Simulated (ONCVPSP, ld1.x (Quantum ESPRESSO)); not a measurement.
**Potentials for P (Z = 15) compared**

Generated with ld1.x 7.5 (TM, RRKJ, ultrasoft, PAW), atompaw 4.2 or ONCVPSP 4.0.1. The cutoff is in Ry: for ld1.x and atompaw files where the sum of valence levels is converged to 10 mRy in a Bessel basis, for ONCV files where the hardest occupied wave has 1 mHa per electron of residual kinetic energy. The error is the largest all-electron minus pseudo excitation energy over each file’s own four to seven test configurations (ionisations up to +4, promotions, holes and added fractions of an electron), all of which were solved. The labels leave out finer settings (local radius, basis sizes, second energies), which also bear on the numbers. Spin-polarised tests are not counted. The rows are a selection from randomly drawn settings: files with unsolved tests, undetermined cutoffs or missed reference levels are left out.

| potential | cutoff (Ry) | largest error (meV) | bound ghosts |
| --- | --- | --- | --- |
| ONCV, LDA (Perdew-Wang 92), scalar-relativistic, rc 0.75/0.95/0.85 (spd), local smoothed, core correction no, reference 2s2 2p6 3s2 3p3, qcut 18.8/17.7/12.8, projectors 2/2/1 | 246 | +9.2 | none |
| ultrasoft, LDA (PZ), scalar-relativistic, rc 1.75/1.80/1.85 (spd), local smoothed, core correction yes, reference 3s2 3p3 | 15 | -7.7 | none |
| TM, PBE, non-relativistic, rc 1.10/1.25 (sp), local s, core correction yes, reference 3s2 3p3 | 70 | +234 | none |
| TM, revPBE, scalar-relativistic, rc 1.30/1.65/1.65 (spd), local smoothed, core correction yes, reference 3s2 3p3 | 35 | +193 | none |
| ultrasoft, PBE, scalar-relativistic, rc 1.70/1.40/1.80 (spd), local smoothed, core correction yes, reference 3s2 3p2 | 10 | +103 | none |
| TM, PW91, fully relativistic, rc 1.32/1.72 (sp), local smoothed, core correction yes, reference 3s2 3p3 | 35 | +214 | none |
| ONCV, PW91, scalar-relativistic, rc 1.60/1.85/1.95 (spd), local smoothed, core correction yes, reference 3s1.5 3p3.5, qcut 5.1/3.9/5.6, projectors 2/2/2 | 21 | +5.9 | none |

Question: Fill in the row for P: ONCV, PBEsol, non-relativistic, rc 1.00/0.95 (sp), local smoothed, core correction yes, reference 2s2 2p6 3s1 3p4, qcut 10/14.7, projectors 2/3.

Answer: cutoff 173 Ry, largest error +24 meV, bound ghosts: none.
